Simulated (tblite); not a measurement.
Species: C6H8NOSi (doublet state).
Numbering: `[H]/[N:8]=[CH:7]\[c:6]1[cH:5][cH:4][c:3]([SiH2:2][CH2:1])[o:9]1` (hydrogens: H10, H11 on C1; H12, H13 on Si2; H14 on C4; H15 on C5; H16 on C7; H17 on N8)

Structure optimised with GFN2-xTB, isolated species. This method treats the open shell by occupation alone, without spin polarisation.

**Question.** Give the optimised bond lengths and angles.

**Answer.** 
```json
{"bond": "C1–Si2", "length (Å)": "1.844", "order": "single"}
{"bond": "Si2–C3", "length (Å)": "1.880", "order": "single"}
{"bond": "C3–C4", "length (Å)": "1.375", "order": "aromatic"}
{"bond": "C4–C5", "length (Å)": "1.403", "order": "aromatic"}
{"bond": "C5–C6", "length (Å)": "1.380", "order": "aromatic"}
{"bond": "C6–C7", "length (Å)": "1.444", "order": "single"}
{"bond": "C7=N8", "length (Å)": "1.263", "order": "double"}
{"bond": "C6–O9", "length (Å)": "1.353", "order": "aromatic"}
{"bond": "C3–O9", "length (Å)": "1.345", "order": "aromatic"}
{"bond": "C1–H10, C1–H11", "length (Å)": "1.076", "order": "single"}
{"bond": "Si2–H12, Si2–H13", "length (Å)": "1.471", "order": "single"}
{"bond": "C4–H14", "length (Å)": "1.071", "order": "single"}
{"bond": "C5–H15", "length (Å)": "1.072", "order": "single"}
{"bond": "C7–H16", "length (Å)": "1.087", "order": "single"}
{"bond": "N8–H17", "length (Å)": "1.020", "order": "single"}
```

Bonds in one row agree within 0.01 Å and their mean is given. Orders are formal, as drawn. A selection of angles:
```json
{"angle": "Si2–C1–H10", "degrees": "123.5"}
{"angle": "Si2–C1–H11", "degrees": "121.7"}
{"angle": "H10–C1–H11", "degrees": "114.7"}
{"angle": "C1–Si2–C3", "degrees": "107.4"}
{"angle": "C1–Si2–H12", "degrees": "112.7"}
{"angle": "C1–Si2–H13", "degrees": "111.3"}
{"angle": "C3–Si2–H12", "degrees": "107.3"}
{"angle": "C3–Si2–H13", "degrees": "108.9"}
{"angle": "H12–Si2–H13", "degrees": "109.0"}
{"angle": "Si2–C3–C4", "degrees": "133.7"}
{"angle": "Si2–C3–O9", "degrees": "117.1"}
{"angle": "C4–C3–O9", "degrees": "109.3"}
{"angle": "C3–C4–C5", "degrees": "107.0"}
{"angle": "C3–C4–H14", "degrees": "126.2"}
{"angle": "C5–C4–H14", "degrees": "126.9"}
{"angle": "C4–C5–C6", "degrees": "106.1"}
{"angle": "C4–C5–H15", "degrees": "127.0"}
{"angle": "C6–C5–H15", "degrees": "126.9"}
{"angle": "C5–C6–C7", "degrees": "131.8"}
{"angle": "C5–C6–O9", "degrees": "109.3"}
{"angle": "C7–C6–O9", "degrees": "118.9"}
{"angle": "C6–C7–N8", "degrees": "128.0"}
{"angle": "C6–C7–H16", "degrees": "115.1"}
{"angle": "N8–C7–H16", "degrees": "116.9"}
{"angle": "C7–N8–H17", "degrees": "114.4"}
{"angle": "C3–O9–C6", "degrees": "108.3"}
```

Torsions: C1–Si2–C3–C4 -18° (synperiplanar); C5–C6–C7–N8 1° (synperiplanar); H17–N8–C7–C6 0° (synperiplanar). The mirror-image conformer, all signs reversed, is as good.

C5 (carbon bonded to 2 C and H) is planar (angles 127.0°, 126.9° and 106.1°, sum 360.0°, 0.00 Å off the plane of its three neighbours). The 5-membered ring C3–C4–C5–C6–O9 has internal angles of 106.1° to 109.3° (sum 540°, against 540° for a flat polygon); it is planar, 0.00 Å rms from its mean plane, widest ring torsion 0°. C4 (carbon bonded to 2 C and H) is planar (angles 126.9°, 126.2° and 107.0°, sum 360.0°, 0.00 Å off the plane of its three neighbours). Si2 (silicon bonded to 2 C and 2 H) is tetrahedral (angles from 107.3° to 112.7°). The 4 C–C bonds span 1.375 Å (C3–C4, aromatic) to 1.444 Å (C6–C7, drawn single), a spread of 0.069 Å. Of the pairs four or more bonds apart, C5···H17 is among the closest relative to their van der Waals radii: 2.81 Å, 97 % of the sum of Bondi's values. C6 (carbon bonded to 2 C and O) is planar (angles 131.8°, 118.9° and 109.3°, sum 360.0°, 0.00 Å off the plane of its three neighbours).

Point group: C1 (no symmetry element, even within 0.4 Å). Its GFN2-xTB frequencies are all real (lowest 21 cm⁻¹). Torsions: H–C1–Si2–C3 -17° and 166°, C1–Si2–C3–C4 -18°, C5–C6–C7–N8 1°. 3 starts were optimised and ended at 0.00, 0.40 and 0.44 kcal/mol (GFN2-xTB); the lowest of these is shown.

These are computed values.
